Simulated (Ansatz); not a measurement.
Consider the ligand exchange at the Si–N bond: `N[SiH2][SiH](O)F` + HCl → `O[SiH](F)[SiH2]Cl` + NH₃.

Isolated molecules relaxed with PBE0-D4/def2-TZVP in Ansatz; ΔE leaves out vibrations. CCSD(T)/CBS adds triple-zeta CCSD(T) − MP2 to the extrapolated MP2 energy (def2 sets, frozen cores). This one scheme is used for every species. DFT in def2-TZVPP. One conformer a species, not always the lowest.

(1) Is it downhill or uphill in electronic energy at CCSD(T)/CBS, and by how much? (Estimate.)

(2) What do these levels give: PBE-D4, r2SCAN-D4, PBE0-D4, ωB97M-V, B2PLYP, PBE, HF/def2-TZVPP, MP2/def2-TZVPP, SCS-MP2/def2-TZVPP, CCSD/def2-TZVPP, CCSD(T)/def2-TZVPP, MP2/CBS(def2)? (Estimate.)

Largest T1 diagnostic among the species: 0.012.

Answers

(1) Ansatz gave: Downhill: ΔE = -13.2 kcal/mol.

(2) Computed: PBE-D4 -13.3, r2SCAN-D4 -13.5, PBE0-D4 -13.5, ωB97M-V -12.9, B2PLYP -12.9, PBE -13.3, HF/def2-TZVPP -14.0, MP2/def2-TZVPP -12.8, SCS-MP2/def2-TZVPP -12.6, CCSD/def2-TZVPP -12.1, CCSD(T)/def2-TZVPP -12.1, MP2/CBS(def2) -14.0 kcal/mol.

In def2-TZVPP, CCSD(T) changes the Hartree–Fock value by +1.9 kcal/mol (the triples alone add +0.1 kcal/mol) and MP2 by +1.2 kcal/mol.
